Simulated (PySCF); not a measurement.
**Correlation energy of I²⁺ (iodine, charge +2)**

[Kr] 4d10 5s2 5p3, high-spin 4S determinant. Computed with PySCF 2.14 in cc-pVDZ-PP with ECP28MDF, with a scalar-relativistic core potential. Frozen: 4s2 4p6 4d10; 5 electrons correlated.

MP2 pair energies summed by pair of shells (mhartree):

| pair | energy | share (%) |
| --- | --- | --- |
| 5s-5p | -31.31 | 66.8 |
| 5p-5p | -11.07 | 23.6 |
| 5s-5s | -4.46 | 9.5 |

Total MP2 correlation energy: -46.83 mhartree.

Same-spin part -12.33 and opposite-spin part -34.50 mhartree; SCS-MP2 scales them by 1/3 and 6/5 to -45.51 mhartree.

```csv
level,correlation energy (mhartree)
CCSD,-59.33
(T),-0.46
CCSD(T),-59.79
```

Diagnostics: T1 = 0.0019, D1 = 0.0029, largest double amplitude 0.059.

Is a single reference adequate?

Yes, within this model without spin-orbit coupling: T1 lies below 0.03 and no double amplitude reaches 0.07.
